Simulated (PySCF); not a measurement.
Compound: C₃H₃BF₂.
Z-matrix (Å and degrees, PBE0-D3(BJ)/def2-SVP geometry), rows numbered from 1:
```
F 
B   1  1.3234
C   2  1.5259  1  119.38
C   3  1.3020  2  153.74  1   179.72
F   4  1.2978  3  147.30  2    -0.75
C   4  1.4515  3   69.20  2   179.67
H   2  1.2085  1  118.06  3  -179.94
H   6  1.1007  3  118.85  4   107.04
H   6  1.1008  3  118.96  4  -106.94
```

Level of theory: PySCF 2.14.0, PBE0-D3(BJ)/def2-SVP geometry optimisation, gas phase.

Masses are those of the commonest isotopes; rigid-rotor values at the optimised geometry. The values belong to one conformer with, in the numbering `[F:1][BH:2][C:3]1=[C:4]([F:5])[CH2:6]1`, F1–B2–C3–C4 180°.

**Question.** What are A, B and C (cm⁻¹)?

**Answer.** Ia = 49.36, Ib = 276.91, Ic = 322.85 u·Å²; 505379 MHz·u·Å²/I gives 10238, 1825 and 1565 MHz, that is A = 0.34149, B = 0.06088, C = 0.05221 cm⁻¹.

**Question.** Classify the top.

**Answer.** A near-prolate asymmetric top. Ray's parameter κ = (2B − A − C)/(A − C) = -0.940; −1 is the prolate and +1 the oblate limit.

**Question.** What does the inertial defect say?

**Answer.** Not planar: Δ = Ic − Ia − Ib = -3.43 u·Å². For a rigid frame Δ = −2 Σ m c², so Σ m c² = 1.71 u·Å² lies off the ab plane, practically all of it from hydrogen. The atom farthest from that plane is 0.92 Å away.

**Question.** Give the other two planar moments, Paa and Pbb, and the rms extents of the mass along the axes.

**Answer.** Paa = Σ m a² = (Ib + Ic − Ia)/2 = 275.20 and Pbb = Σ m b² = (Ia + Ic − Ib)/2 = 47.65 u·Å². With the mass M = 88.03 u, the rms extents √(P/M) along a, b and c are 1.77, 0.74, 0.14 Å.

**Question.** Give the coordinates in the principal-axis frame, origin at the centre of mass.

**Answer.** The sense of each axis is arbitrary; atoms in the order of the calculation.
| atom | mass (u) | a (Å) | b (Å) | c (Å) |
| --- | --- | --- | --- | --- |
| F1 | 18.998 | 2.563 | 0.015 | -0.005 |
| B2 | 11.009 | 1.451 | -0.703 | 0.005 |
| C3 | 12.000 | 0.101 | 0.009 | 0.002 |
| C4 | 12.000 | -1.201 | 0.044 | 0.002 |
| F5 | 18.998 | -2.311 | -0.627 | -0.003 |
| C6 | 12.000 | -0.649 | 1.387 | 0.002 |
| H7 | 1.008 | 1.551 | -1.907 | 0.018 |
| H8 | 1.008 | -0.655 | 1.988 | 0.924 |
| H9 | 1.008 | -0.657 | 1.989 | -0.919 |

**Question.** Where do the levels up to J = 2 lie, in MHz?

**Answer.** Above 0(0,0):
J = 1: 1(0,1) 3390, 1(1,1) 11803, 1(1,0) 12063
J = 2: 2(0,2) 10165, 2(1,2) 18324, 2(1,1) 19103, 2(2,1) 44341, 2(2,0) 44347
The levels of one J sum to (2J + 1)J(J + 1)(A + B + C)/3.

**Question.** Which lines would a microwave search look for?

**Answer.** The dipole components are |μa| = 0.98 D, |μb| = 0.46 D, |μc| = 0.00 D; the mirror of this Cs structure is the ab plane, so μc vanishes by symmetry (the 0.01 D computed is a residue) and there are no c-type lines. Intensities carry the squares of the components, which stand as 1.00 : 0.22 (a : b). Some lines, for components of 0.1 D or more:

```csv
type,branch,"J(Ka,Kc)",MHz,lower level (cm⁻¹)
a,Q,"2(1,1) ← 2(1,2)",779,0.611
a,Q,"3(1,2) ← 3(1,3)",1558,0.937
b,R,"3(0,3) ← 2(1,2)",1989,0.611
a,R,"1(0,1) ← 0(0,0)",3390,0.000
a,R,"2(1,2) ← 1(1,1)",6521,0.394
a,R,"2(0,2) ← 1(0,1)",6775,0.113
a,R,"2(1,1) ← 1(1,0)",7041,0.402
b,Q,"1(1,0) ← 1(0,1)",8672,0.113
a,R,"3(1,3) ← 2(1,2)",9778,0.611
a,R,"3(0,3) ← 2(0,2)",10148,0.339
a,R,"3(1,2) ← 2(1,1)",10557,0.637
b,R,"1(1,1) ← 0(0,0)",11803,0.000
b,Q,"3(2,1) ← 3(1,2)",24882,0.989
b,Q,"2(2,0) ← 2(1,1)",25244,0.637
b,Q,"2(2,1) ← 2(1,2)",26017,0.611
b,Q,"3(2,2) ← 3(1,3)",26410,0.937
b,R,"2(2,1) ← 1(1,0)",32279,0.402
b,R,"3(2,2) ← 2(1,1)",35409,0.637
b,R,"3(2,1) ← 2(1,2)",36218,0.611
b,Q,"3(3,0) ← 3(2,1)",42687,1.819
b,Q,"3(3,1) ← 3(2,2)",42716,1.818
b,R,"3(3,1) ← 2(2,0)",52882,1.479
b,R,"3(3,0) ← 2(2,1)",52888,1.479
```

**Question.** Estimate the classical rotational partition function at 10 K, 25 K and 100 K.

**Answer.** Point group Cs, symmetry number σ = 1; q = (√π/σ)·√((kT/h)³/(ABC)), k/h = 20836.6 MHz/K: 986 at 10 K, 3900 at 25 K, 31200 at 100 K.

Stationary, but not proved a minimum. No vibrational averaging or centrifugal distortion is included, and the geometry carries the error of its method. Quadrupole hyperfine structure (11B) is left out.

On one thread of an Arm Neoverse V2, no GPU, shared host with 32 logical CPUs at a one-minute load of 24, this took 34 s wall and 0.39 GiB of memory at its peak. This is the geometry optimisation.
